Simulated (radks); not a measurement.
Question: The carbon ion C2+, [He] 2s2. Method: non-relativistic Kohn-Sham, LDA (Slater exchange, Perdew-Wang correlation), spin-polarised, spherical densities, point nucleus; computed with a radial shooting solver on a logarithmic mesh with Libxc functionals. Every spin shell is full or empty, so the densities are truly spherical. Functionals are evaluated on that one density, not self-consistently. Rank these orbital-free kinetic functionals by their error against the exact value of the orbitals, and give that value: Thomas-Fermi, von Weizsacker, TF + vW, TF + vW/5, LC94, Perdew 92, Thakkar, Pearson, Ernzerhof.

Answer: Exact: 35.9502 hartree. From best to worst, with 100 (|E| - |E exact|)/|E exact| (equal figures are ties): Thakkar -0.23, Perdew 92 -0.43, LC94 -0.43, Ernzerhof +1.53, Pearson -4.59, TF + vW/5 +7.60, von Weizsacker -9.43, Thomas-Fermi -10.52, TF + vW +80.06.
